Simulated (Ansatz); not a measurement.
Computed with Ansatz on PBE0-D4/def2-TZVP structures; ΔE is electronic, products minus reactants. CBS: MP2 limit from def2 TZ/QZ plus the TZ coupled-cluster correction, frozen cores. This one scheme is used for every species. DFT in def2-TZVPP. Each species was taken in one conformer, which may not be the lowest.

Reaction (ligand exchange at a B–O bond): `N#COBO` + `OBF` → `OBOBF` + `N#CO`

```tsv
level	ΔE (kcal/mol)	difference from CCSD(T)/CBS
LDA (SPW92)	4.1	0.2
PBE-D4	4.0	0.1
ωB97X-V	3.8	-0.1
PBE-QIDH	4.1	0.2
r2SCANh	3.8	-0.1
HF/def2-SVP	2.8	-1.1
CCSD/def2-SVP	3.9	0.0
CCSD(T)/def2-SVP	4.0	0.1
MP2/def2-TZVPP	4.6	0.7
CCSD(T)/def2-TZVPP	4.3	0.4
CCSD(T)/CBS	3.9	0
```

Largest T1 diagnostic among the species: 0.015.

In def2-TZVPP, CCSD(T) changes the Hartree–Fock value by +1.0 kcal/mol (the triples alone add +0.2 kcal/mol) and MP2 by +1.3 kcal/mol. Leaving LDA and LC-ωPBE aside and taking each functional with its dispersion term where it has one, the values, not all of them listed here, spread over 0.7 kcal/mol, from BHLYP-D4 to B2PLYP.
